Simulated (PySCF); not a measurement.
Structure elucidation problem

Molecular formula: C₄F₁₀. Simulated spectra:

13C{1H} NMR (computed): δ 126.7 (C), 116.2 (C).

Computational details: σ from GIAO-PBE0/pcSseg-1, coordinates at the GFN2-xTB level, in PySCF (isolated molecule, fast rotation and ring inversion assumed for equivalent nuclei, relativity neglected, single conformer).

Shifts are taken against calculated references (same method and geometry level): 13C (σref 186.93) against TMS.

**Question.** Deduce the structure.

**Answer.** 
1. The formula gives 0 degrees of unsaturation.
2. 2 carbon signals for 4 carbons: some carbons are equivalent by symmetry or fast rotation.
3. Carbon types of the structure: 4 × C.
4. δC 126.7: CF3 carbon; 3 electronegative neighbours deshield it.
5. δC 116.2: fully substituted sp3 carbon bonded to 2 F; 2 electronegative neighbours deshield it.

The compound is perfluorobutane.

The data come from this structure; uniqueness wasn't tested.

Splittings by 19F in the carbon and heteronuclear signals aren't shown, as no couplings were computed. Shifts are as computed. Against solution values, carbons near 30 ppm lie about +3 ppm off and those near 130 ppm about +5 ppm. Of 1211 compounds with measured shifts, 218 miss one by over three times the rms of a fit or turn the order of signals round; such compounds aren't used in these exercises.
